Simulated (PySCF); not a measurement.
CH5AlOSe.

```xyz
9

Al    -0.8122     0.4977     0.2217
C     -2.5414    -0.3637     0.0661
H     -2.4723    -1.3935    -0.3158
H     -3.1963     0.2096    -0.6103
H     -3.0422    -0.3968     1.0476
O     -0.7474     2.1157     0.7480
H      0.0213     2.6716     0.8761
Se     1.1314    -0.6698    -0.3021
H      2.0072     0.4702     0.0112
```

Geometry: PBE0-D3(BJ)/def2-SVP. The structure was generated by enumeration; whether it is a known compound was not checked. One conformer was computed; it need not be the lowest.

The numbers are results of PBE0/pcSseg-1 run with PySCF, not measurements. Non-relativistic, no solvent.

Computed absolute GIAO shielding of each atom: isotropic value and principal components (ppm):
```tsv
atom	σ(iso)	σ11	σ22	σ33	span
Al1	362.2	303.7	344.2	438.7	135.1
C2	196.5	191.1	196.9	201.6	10.6
H3	31.6	26.6	30.0	38.2	11.6
H4	31.3	26.7	28.1	39.3	12.6
H5	31.3	26.7	28.1	39.2	12.5
O6	267.4	214.2	279.0	309.1	94.9
H7	29.0	21.9	24.0	41.2	19.3
Se8	2181.1	1943.7	2112.4	2487.3	543.5
H9	31.0	21.8	25.8	45.4	23.6
```
